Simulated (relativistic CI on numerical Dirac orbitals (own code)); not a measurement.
Nd4+ (4f2) in a crystal field

Calculated by Dirac-Coulomb-Breit CI, separate exchange-only KLI orbitals for each configuration, QED by a radiative potential, valence Slater integrals scaled by 0.85, one configuration in a parametric crystal field (own radial code).

Field parameters in Wybourne normalisation. The field is a parameter set, without covalency.

S is read from ⟨S²⟩ = S(S + 1).

Levels (cm⁻¹, degeneracy): 0 (1), 44 (1), 354 (1), 433 (1), 477 (1), 516 (1), 640 (1), 652 (1), 713 (1), 2799 (1), 2810 (1), 3068 (1).

(1) Which field gives this pattern?
A. C2v, B20 = 1000, B22 = 230, B40 = 1170, B42 = -630, B44 = -790, B60 = -970, B62 = -220, B64 = 840, B66 = 110 cm⁻¹
B. C2v, B20 = 1020, B22 = 350, B40 = 270, B42 = 740, B44 = 330, B60 = -1120, B62 = -20, B64 = -640, B66 = -230 cm⁻¹
C. C2v, B20 = 380, B22 = -410, B40 = 1160, B42 = 260, B44 = -590, B60 = 130, B62 = -130, B64 = -480, B66 = -950 cm⁻¹

Answers

(1) B. C2v, B20 = 1020, B22 = 350, B40 = 270, B42 = 740, B44 = 330, B60 = -1120, B62 = -20, B64 = -640, B66 = -230 cm⁻¹, ground level with S = 0.98.
